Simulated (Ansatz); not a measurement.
Saddle point of AlH₅O₃, closed shell (AlH₃O ([OH][AlH2]) + H₂O₂ ([OH][OH]) → AlH₃O₂ ([OH][O][AlH2]) + H₂O (still joined by a long Al–O bond); bonds formed: O2–H5; dative contacts that become bonds: Al1–O6; bonds broken: H5–O6; bonds weakened to dative contacts: Al1–O2), PBE0-D4/def2-TZVP structure:

```tsv
atom	x (Å)	y (Å)	z (Å)
Al1	-0.9035	-0.4908	0.3482
O2	0.8278	-0.8904	0.9120
H3	-1.5317	-1.7232	-0.4269
H4	-1.6880	0.4583	1.3326
H5	0.9805	-0.1198	-0.0219
O6	0.2665	0.4689	-0.8249
O7	0.3044	1.8811	-0.6251
H8	1.2178	-1.7616	0.8222
H9	0.5260	2.1774	-1.5163
```

Energies are electronic, without zero-point energy. Barriers and step energies count from the start structure reached by relaxing down the imaginary mode; all methods use the PBE0-D4 structures, on which another method's saddle can fall below an end. Ansatz 0.2.0; basis: def2-TZVPP, with def2-QZVPP for the basis limit; cores frozen in the correlated methods. B3LYP uses VWN-RPA correlation. Extrapolation: Hartree–Fock as exp(−7.88 √X), correlation as X^−2.97.

```tsv
method	barrier (kcal/mol)	step energy (kcal/mol)
SPW92	0.07	-7.11
PBE-D4	3.82	-5.35
BLYP-D4	5.46	-5.06
r2SCAN-D4	5.21	-5.73
B97M-V	8.78	-5.58
PBE0-D4	5.77	-5.50
B3LYP-D4	6.77	-5.28
r2SCAN0-D4	6.61	-5.78
BHLYP-D4	?	-5.40
CAM-B3LYP-D4	6.72	-5.57
wB97X-V	7.19	-5.51
wB97M-V	7.50	-5.65
B2PLYP	7.14	-5.42
PBE-QIDH	6.93	-5.79
RPA on PBE	7.00	-6.04
HF	?	-4.00
MP2	?	-5.77
CCSD	9.05	-5.37
CCSD(T)	7.75	-5.83
```

Problem. Fill in the withheld barriers. (Judge from chemistry; the value comes from the calculation.)

Solution. The calculation gives: BHLYP-D4 9.28; HF 15.25; MP2 6.57 kcal/mol. Each is the energy of the saddle less that of the start structure, by the same method.

For comparison, the barrier by CCSD(T) at an estimated basis limit (MP2 extrapolated from triple and quadruple zeta, plus CCSD(T) − MP2 in triple zeta) is 8.01 kcal/mol.

No T1 diagnostic of these runs exceeds 0.012.

Labels in which every atom is bracketed show which atoms are joined, not bond orders.

For scale, one of the runs: CCSD(T)/def2-TZVPP, 205 basis functions, launched by `ansatz run in.yaml --threads 4 --pin off --events-out ev --progress --plain --max-ram 9574MiB`. Time: 69 s of wall clock on 4 CPU threads of an Intel Xeon; the host was shared. Peak host memory: 2.8 GiB.
